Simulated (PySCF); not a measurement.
selenophene (C4H4Se), singlet, at a GFN2-xTB geometry; PBE/3-21G in PySCF.

PySCF was given this input:
```python
from pyscf import gto, scf, dft

mol = gto.Mole()
mol.atom = '''
    C     0.52973863   -1.70013647   -0.36404580
    C    -0.87775011   -1.54351414   -0.38824634
    C    -1.30856073   -0.28529626   -0.12047485
    Se    0.09460885    0.88180436    0.20451478
    C     1.21718690   -0.56635604   -0.07704684
    H     1.01092001   -2.64397673   -0.55819727
    H    -1.54771727   -2.35925706   -0.60219080
    H    -2.32838464    0.05352367   -0.08677554
    H     2.28479299   -0.45982084   -0.00745600
'''
mol.basis = '3-21g'
mol.verbose = 4
mol.build()

mf = dft.RKS(mol)
mf.xc = 'pbe'
mf.kernel()
mf.analyze()
```

The log (banner, timings and long lists left out):

```
PySCF version 2.14.0

[INPUT] verbose = 4
[INPUT] num. atoms = 9
[INPUT] num. electrons = 62
[INPUT] charge = 0
[INPUT] spin (= nelec alpha-beta = 2S) = 0
[INPUT] symmetry False subgroup None
[INPUT] Mole.unit = angstrom
[INPUT] Symbol           X                Y                Z      unit          X                Y                Z       unit  Magmom
[INPUT]  1 C      0.529738630000  -1.700136470000  -0.364045800000 AA    1.001060928302  -3.212792302685  -0.687946858798 Bohr   0.0
[INPUT]  2 C     -0.877750110000  -1.543514140000  -0.388246340000 AA   -1.658707313707  -2.916818993994  -0.733679251465 Bohr   0.0
[INPUT]  3 C     -1.308560730000  -0.285296260000  -0.120474850000 AA   -2.472821397061  -0.539131795763  -0.227664471398 Bohr   0.0
[INPUT]  4 Se     0.094608850000   0.881804360000   0.204514780000 AA    0.178784815460   1.666368735847   0.386476922626 Bohr   0.0
[INPUT]  5 C      1.217186900000  -0.566356040000  -0.077046840000 AA    2.300149883408  -1.070257804593  -0.145597426363 Bohr   0.0
[INPUT]  6 H      1.010920010000  -2.643976730000  -0.558197270000 AA    1.910361952743  -4.996391899423  -1.054839963780 Bohr   0.0
[INPUT]  7 H     -1.547717270000  -2.359257060000  -0.602190800000 AA   -2.924761758560  -4.458349700847  -1.137975686733 Bohr   0.0
[INPUT]  8 H     -2.328384640000   0.053523670000  -0.086775540000 AA   -4.400009282244   0.101145077482  -0.163982004911 Bohr   0.0
[INPUT]  9 H      2.284792990000  -0.459820840000  -0.007456000000 AA    4.317633002426  -0.868935453967  -0.014089797985 Bohr   0.0

nuclear repulsion = 313.146305887657
number of shells = 38
number of NR pGTOs = 126
number of NR cGTOs = 66
basis = 3-21g
ecp = {}

******** <class 'pyscf.dft.rks.RKS'> ********
method = RKS
initial guess = minao
damping factor = 0
level_shift factor = 0
DIIS = <class 'pyscf.scf.diis.CDIIS'>
diis_start_cycle = 1
diis_space = 8
diis_damp = 0
SCF conv_tol = 1e-09
SCF conv_tol_grad = None
SCF max_cycles = 50
direct_scf = True
direct_scf_tol = 1e-13
XC library pyscf.dft.libxc version 7.1.2
    S. Lehtola, C. Steigemann, M. J. T. Oliveira, and M. A. L. Marques,  SoftwareX 7, 1–5 (2018)
XC functionals = pbe
    J. P. Perdew, K. Burke, and M. Ernzerhof,  Phys. Rev. Lett. 77, 3865 (1996)
    J. P. Perdew, K. Burke, and M. Ernzerhof,  Phys. Rev. Lett. 78, 1396 (1997)
    J. P. Perdew, K. Burke, and M. Ernzerhof,  Phys. Rev. Lett. 77, 3865 (1996)
    J. P. Perdew, K. Burke, and M. Ernzerhof,  Phys. Rev. Lett. 78, 1396 (1997)
radial grids:
    Treutler-Ahlrichs [JCP 102, 346 (1995); DOI:10.1063/1.469408] (M4) radial grids

becke partition: Becke, JCP 88, 2547 (1988); DOI:10.1063/1.454033
pruning grids: <function nwchem_prune>
grids dens level: 3
symmetrized grids: False
atomic radii adjust function: <function treutler_atomic_radii_adjust>
small_rho_cutoff = 0
Set gradient conv threshold to 3.16228e-05
Initial guess from minao.
tot grids = 116128
init E= -2541.90878206496
  HOMO = -0.297375937518665  LUMO = -0.126492029292055  gap/eV = 4.64999
cycle= 1 E= -2543.53961842726  delta_E= -1.63  |g|= 0.361  |ddm|= 3.57
  HOMO = -0.139177320391653  LUMO = 0.0224984127697168  gap/eV = 4.39942
cycle= 2 E= -2543.48997728219  delta_E= 0.0496  |g|= 0.536  |ddm|= 1.22
  HOMO = -0.200381125047904  LUMO = -0.0265268798099143  gap/eV = 4.73081
cycle= 3 E= -2543.57012513063  delta_E= -0.0801  |g|= 0.133  |ddm|= 0.954
  HOMO = -0.204183672677975  LUMO = -0.0332163366651355  gap/eV = 4.65226
cycle= 4 E= -2543.57651044482  delta_E= -0.00639  |g|= 0.0305  |ddm|= 0.242
  HOMO = -0.202168716038823  LUMO = -0.0317806016996829  gap/eV = 4.63650
cycle= 5 E= -2543.57671262796  delta_E= -0.000202  |g|= 0.0156  |ddm|= 0.0573
  HOMO = -0.202738040071949  LUMO = -0.0319723401887835  gap/eV = 4.64677
cycle= 6 E= -2543.57678329104  delta_E= -7.07e-05  |g|= 0.00109  |ddm|= 0.0194
  HOMO = -0.202820990831913  LUMO = -0.032058692110196  gap/eV = 4.64668
cycle= 7 E= -2543.57678373355  delta_E= -4.43e-07  |g|= 6.97e-05  |ddm|= 0.0031
  HOMO = -0.202816024376886  LUMO = -0.0320564080327721  gap/eV = 4.64661
cycle= 8 E= -2543.5767837358  delta_E= -2.25e-09  |g|= 6.44e-06  |ddm|= 0.000206
  HOMO = -0.20281671012355  LUMO = -0.032057025066905  gap/eV = 4.64661
cycle= 9 E= -2543.57678373581  delta_E= -1.18e-11  |g|= 2.55e-06  |ddm|= 1.92e-05
  HOMO = -0.202816734306205  LUMO = -0.0320570694113012  gap/eV = 4.64661
Extra cycle  E= -2543.5767837358  delta_E= 1.59e-11  |g|= 7.3e-06  |ddm|= 1.23e-05
converged SCF energy = -2543.5767837358
**** SCF Summaries ****
Total Energy =                       -2543.576783735796198
Nuclear Repulsion Energy =             313.146305887656695
One-electron Energy =                -4160.405443199184447
Two-electron Energy =                 1303.682353575731668
Two-electron Coulomb Energy =         1413.335212221338452
DFT Exchange-Correlation Energy =     -109.652858645606784
HOMO-LUMO gap [eV] =                     4.646607158101067
**** MO energy ****
MO #1   energy= -449.191977878795  occ= 2
MO #2   energy= -57.1452502932515  occ= 2
MO #3   energy= -51.163542870055   occ= 2
MO #4   energy= -51.1626280880279  occ= 2
MO #5   energy= -51.1600105897008  occ= 2
MO #6   energy= -9.85564642481539  occ= 2
MO #7   energy= -9.85557511828044  occ= 2
MO #8   energy= -9.8356625273686   occ= 2
MO #9   energy= -9.83425451065439  occ= 2
MO #10  energy= -7.50140244724994  occ= 2
MO #11  energy= -5.46171978178561  occ= 2
MO #12  energy= -5.45751513901257  occ= 2
MO #13  energy= -5.44945877974398  occ= 2
MO #14  energy= -1.87632366553794  occ= 2
MO #15  energy= -1.87141251383893  occ= 2
MO #16  energy= -1.86282160873087  occ= 2
MO #17  energy= -1.86277819450248  occ= 2
MO #18  energy= -1.85978195354328  occ= 2
MO #19  energy= -0.792619537042136 occ= 2
MO #20  energy= -0.655505671348815 occ= 2
MO #21  energy= -0.651995384222363 occ= 2
MO #22  energy= -0.50902725078948  occ= 2
MO #23  energy= -0.485615251346685 occ= 2
MO #24  energy= -0.462500265537302 occ= 2
MO #25  energy= -0.366152953291149 occ= 2
MO #26  energy= -0.349220294637265 occ= 2
MO #27  energy= -0.328484676865405 occ= 2
MO #28  energy= -0.325101366557673 occ= 2
MO #29  energy= -0.29504726171003  occ= 2
MO #30  energy= -0.209569627116677 occ= 2
MO #31  energy= -0.202816734306205 occ= 2
MO #32  energy= -0.0320570694113012 occ= 0
MO #33  energy= -0.00188826947702481 occ= 0
MO #34  energy= 0.0536625765491223 occ= 0
MO #35  energy= 0.0742146822951317 occ= 0
MO #36  energy= 0.0983416235160393 occ= 0
MO #37  energy= 0.150362068686939  occ= 0
MO #38  energy= 0.180047900254927  occ= 0
MO #39  energy= 0.188182380157644  occ= 0
 ** Mulliken pop on meta-lowdin orthogonal AOs  **
 ** Mulliken pop  **
 ** Mulliken atomic charges  **
charge of    0C =     -0.14035
charge of    1C =     -0.14035
charge of    2C =     -0.28474
charge of    3Se =      0.35398
charge of    4C =     -0.28475
charge of    5H =      0.11945
charge of    6H =      0.11945
charge of    7H =      0.12866
charge of    8H =      0.12866
Dipole moment(X, Y, Z, Debye): -0.00841, -0.07788, -0.01806
```
